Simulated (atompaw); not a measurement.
**Building the PAW (atompaw) potential for zinc (Zn) (LDA (PW92), scalar-relativistic).**

atompaw 4.2.0.5 input, output lines left out:

```
Zn 30
LDA-PW scalarrelativistic loggrid 1500 logderivrange -8 5 326
4 4 3 0 0 0
4 1 0
0 0 0
c
c
c
v
c
v
v
v
2
1.95 1.95 1.90 1.90
y
1.65
n
n
y
3.3
n
custom polynom2 7 10 vanderbiltortho besselshape
3 0 troulliermartins
1.95
1.95
0.80
1.10
1.10
1.10
```

Poles of the logarithmic derivatives, all-electron (AE) and pseudo (PS). s: poles at 3.7 (AE) and 3.7 (PS) Ry. p: poles at -6.1 (AE) and -6.1, 4.9 (PS) Ry. d: poles at -0.5 (AE) and -0.5 (PS) Ry. Test radius 1.95 bohr.

* Ghost test: ghost state, extra bound levels that the all-electron valence spectrum of the same l lacks: s at -316.5 eV (other channels not judged); a true bound ghost makes a file unfit for plane-wave use (spherical-Bessel basis up to 400 Ry, 20 bohr box)
* Lowest eigenvalue of the overlap operator: 0.08 (s channel)
* Overlap eigenvalues printed by atompaw (projector basis): 0.0872, 1.18, 3.71, 550, 9.13e+05, 1.87e+07
* Share of each valence orbital outside the PAW sphere: 4s 72 %, 3p 0 %, 4p 92 %, 3d 5 %
